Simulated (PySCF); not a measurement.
PySCF input (TPSSh/def2-TZVPD):

```python
from pyscf import gto, scf, dft

mol = gto.M(
    atom='''
    Si   -0.80398641    0.00662666   -0.04646328
    F    -1.33187058    1.46834700   -0.29064071
    F    -1.43957960   -0.53267740    1.28773427
    F    -1.29699416   -0.90213644   -1.23221353
    Br    1.36776597   -0.01127348    0.07904473
    ''',
    basis='def2-tzvpd',
    charge=0,
    spin=0,
    verbose=4,
)

mf = dft.RKS(mol, xc='tpssh').density_fit(auxbasis='def2-universal-jkfit')
mf.grids.level = 3
mf.conv_tol = 1e-9
mf.max_cycle = 100
mf.max_memory = 1500
mf.kernel()
if not mf.converged:
    mf = mf.newton()
    mf.kernel(mf.make_rdm1())
mf.analyze()
```

Output:

```
PySCF version 2.14.0

[INPUT] verbose = 4
[INPUT] num. atoms = 5
[INPUT] num. electrons = 76
[INPUT] charge = 0
[INPUT] spin (= nelec alpha-beta = 2S) = 0
[INPUT] symmetry False subgroup None
[INPUT] Mole.unit = angstrom
[INPUT] Symbol           X                Y                Z      unit          X                Y                Z       unit  Magmom
[INPUT]  1 Si    -0.803986410000   0.006626660000  -0.046463280000 AA   -1.519314122772   0.012522572521  -0.087802874049 Bohr   0.0
[INPUT]  2 F     -1.331870580000   1.468347000000  -0.290640710000 AA   -2.516870629566   2.774773685827  -0.549231342549 Bohr   0.0
[INPUT]  3 F     -1.439579600000  -0.532677400000   1.287734270000 AA   -2.720411178511  -1.006614398745   2.433465091517 Bohr   0.0
[INPUT]  4 F     -1.296994160000  -0.902136440000  -1.232213530000 AA   -2.450963747560  -1.704790798590  -2.328546098684 Bohr   0.0
[INPUT]  5 Br     1.367765970000  -0.011273480000   0.079044730000 AA    2.584703085800  -0.021303789671   0.149372891290 Bohr   0.0

nuclear repulsion = 458.031811707555
number of shells = 76
number of NR pGTOs = 346
number of NR cGTOs = 220
basis = def2-tzvpd
ecp = {}

******** <class 'pyscf.df.df_jk.DFRKS'> ********
method = DFRKS
initial guess = minao
damping factor = 0
level_shift factor = 0
DIIS = <class 'pyscf.scf.diis.CDIIS'>
diis_start_cycle = 1
diis_space = 8
diis_damp = 0
SCF conv_tol = 1e-09
SCF conv_tol_grad = None
SCF max_cycles = 100
direct_scf = False
XC library pyscf.dft.libxc version 7.1.2
    S. Lehtola, C. Steigemann, M. J. T. Oliveira, and M. A. L. Marques,  SoftwareX 7, 1–5 (2018)
XC functionals = tpssh
    V. N. Staroverov, G. E. Scuseria, J. Tao, and J. P. Perdew,  J. Chem. Phys. 119, 12129 (2003)
radial grids:
    Treutler-Ahlrichs [JCP 102, 346 (1995); DOI:10.1063/1.469408] (M4) radial grids

becke partition: Becke, JCP 88, 2547 (1988); DOI:10.1063/1.454033
pruning grids: <function nwchem_prune>
grids dens level: 3
symmetrized grids: False
atomic radii adjust function: <function treutler_atomic_radii_adjust>
small_rho_cutoff = 0
Set gradient conv threshold to 3.16228e-05
Initial guess from minao.
tot grids = 82392
******** <class 'pyscf.df.df.DF'> ********
auxbasis = def2-universal-jkfit
init E= -3162.94447747571
  HOMO = -0.331387288525924  LUMO = -0.0565697093726811  gap/eV = 7.47817
cycle= 1 E= -3163.36517961512  delta_E= -0.421  |g|= 0.97  |ddm|= 2.26
  HOMO = -0.310566225230171  LUMO = -0.0406675323772344  gap/eV = 7.34432
cycle= 2 E= -3163.1025276778  delta_E= 0.263  |g|= 1.65  |ddm|= 1.38
  HOMO = -0.318442525938133  LUMO = -0.0355133592174854  gap/eV = 7.69889
[...]
cycle= 9 E= -3163.49444206436  delta_E= -6.17e-10  |g|= 1.19e-05  |ddm|= 4.6e-05
  HOMO = -0.326583087632083  LUMO = -0.0356105376071883  gap/eV = 7.91777
Extra cycle  E= -3163.49444206434  delta_E= 2.23e-11  |g|= 1.72e-05  |ddm|= 1.47e-05
converged SCF energy = -3163.49444206434
**** SCF Summaries ****
Total Energy =                       -3163.494442064335999
Nuclear Repulsion Energy =             458.031811707555164
One-electron Energy =                -5314.176238695486063
Two-electron Energy =                 1692.649984923594729
Two-electron Coulomb Energy =         1836.419333823355146
DFT Exchange-Correlation Energy =     -143.769348899760331
HOMO-LUMO gap [eV] =                     7.917766379951179
**** MO energy ****
MO #1   energy= -482.590265740365  occ= 2
MO #2   energy= -66.120688005009   occ= 2
MO #3   energy= -62.3041925089047  occ= 2
MO #4   energy= -56.0899425389482  occ= 2
MO #5   energy= -56.0874633429127  occ= 2
MO #6   energy= -56.0874630388145  occ= 2
MO #7   energy= -24.6365614323796  occ= 2
MO #8   energy= -24.6365579432543  occ= 2
MO #9   energy= -24.6365478609766  occ= 2
MO #10  energy= -8.65072885250125  occ= 2
MO #11  energy= -6.47009395950565  occ= 2
MO #12  energy= -6.46226416518808  occ= 2
MO #13  energy= -6.46226384450783  occ= 2
MO #14  energy= -5.33970744161619  occ= 2
MO #15  energy= -3.6877671676733   occ= 2
MO #16  energy= -3.68772190542644  occ= 2
MO #17  energy= -3.687721700764    occ= 2
MO #18  energy= -2.59412269428141  occ= 2
MO #19  energy= -2.59179517417522  occ= 2
MO #20  energy= -2.59178945224848  occ= 2
MO #21  energy= -2.58568295864882  occ= 2
MO #22  energy= -2.58568108950856  occ= 2
MO #23  energy= -1.22743298908821  occ= 2
MO #24  energy= -1.20089588193947  occ= 2
MO #25  energy= -1.20089307036135  occ= 2
MO #26  energy= -0.793745152127549 occ= 2
MO #27  energy= -0.583318321056929 occ= 2
MO #28  energy= -0.516653667755297 occ= 2
MO #29  energy= -0.516651221666963 occ= 2
MO #30  energy= -0.492245889513464 occ= 2
MO #31  energy= -0.463487048662076 occ= 2
MO #32  energy= -0.463485605925229 occ= 2
MO #33  energy= -0.441323813630223 occ= 2
MO #34  energy= -0.441321770015988 occ= 2
MO #35  energy= -0.422647020110176 occ= 2
MO #36  energy= -0.398841492624155 occ= 2
MO #37  energy= -0.326585633201568 occ= 2
MO #38  energy= -0.326583087632083 occ= 2
MO #39  energy= -0.0356105376071883 occ= 0
MO #40  energy= 0.0186799885118988 occ= 0
MO #41  energy= 0.0238940738059192 occ= 0
MO #42  energy= 0.0238945528564391 occ= 0
MO #43  energy= 0.0250684486903389 occ= 0
MO #44  energy= 0.0368103827706584 occ= 0
MO #45  energy= 0.036810703715798  occ= 0
MO #46  energy= 0.0623553567677068 occ= 0
MO #47  energy= 0.0798023518071596 occ= 0
MO #48  energy= 0.0798029061145348 occ= 0
MO #49  energy= 0.0986888569615111 occ= 0
MO #50  energy= 0.0986892547224022 occ= 0
MO #51  energy= 0.112866971224881  occ= 0
MO #52  energy= 0.135988761475274  occ= 0
MO #53  energy= 0.135989077709995  occ= 0
MO #54  energy= 0.143759239054163  occ= 0
MO #55  energy= 0.160118825282677  occ= 0
MO #56  energy= 0.160120188062602  occ= 0
MO #57  energy= 0.165435718204171  occ= 0
MO #58  energy= 0.17764712992587   occ= 0
MO #59  energy= 0.186013824180861  occ= 0
MO #60  energy= 0.195162674801219  occ= 0
MO #61  energy= 0.195163049001771  occ= 0
MO #62  energy= 0.216243115517334  occ= 0
MO #63  energy= 0.223435536478179  occ= 0
MO #64  energy= 0.223436669291732  occ= 0
MO #65  energy= 0.243504926471828  occ= 0
MO #66  energy= 0.243505819197242  occ= 0
MO #67  energy= 0.265259097719283  occ= 0
MO #68  energy= 0.311369233471304  occ= 0
MO #69  energy= 0.311372588398447  occ= 0
MO #70  energy= 0.323327288789148  occ= 0
MO #71  energy= 0.334335877621713  occ= 0
MO #72  energy= 0.334338331537331  occ= 0
MO #73  energy= 0.365947051947457  occ= 0
MO #74  energy= 0.36595449091308   occ= 0
MO #75  energy= 0.40559849421653   occ= 0
MO #76  energy= 0.421313542724484  occ= 0
MO #77  energy= 0.421317506302671  occ= 0
MO #78  energy= 0.454293968872334  occ= 0
MO #79  energy= 0.479614088372117  occ= 0
MO #80  energy= 0.501776373502902  occ= 0
MO #81  energy= 0.501778217068086  occ= 0
MO #82  energy= 0.520383175101405  occ= 0
MO #83  energy= 0.520386572342159  occ= 0
MO #84  energy= 0.545977298671179  occ= 0
MO #85  energy= 0.545978229252741  occ= 0
MO #86  energy= 0.57160545034003   occ= 0
MO #87  energy= 0.577907480379067  occ= 0
MO #88  energy= 0.585183810401893  occ= 0
MO #89  energy= 0.585184852230683  occ= 0
MO #90  energy= 0.623023879085086  occ= 0
MO #91  energy= 0.623028519619826  occ= 0
MO #92  energy= 0.634078535357037  occ= 0
MO #93  energy= 0.634079426879451  occ= 0
MO #94  energy= 0.64030202797717   occ= 0
MO #95  energy= 0.651918858460395  occ= 0
MO #96  energy= 0.726208144980723  occ= 0
MO #97  energy= 0.726215161600789  occ= 0
MO #98  energy= 0.746833861852589  occ= 0
MO #99  energy= 0.752294605216568  occ= 0
MO #100 energy= 0.752299918258863  occ= 0
MO #101 energy= 0.770210101774148  occ= 0
MO #102 energy= 0.91712726511739   occ= 0
MO #103 energy= 0.917132439536475  occ= 0
MO #104 energy= 0.999826065394283  occ= 0
MO #105 energy= 1.00158406993207   occ= 0
MO #106 energy= 1.01341463286707   occ= 0
MO #107 energy= 1.01342002742965   occ= 0
[...]
```
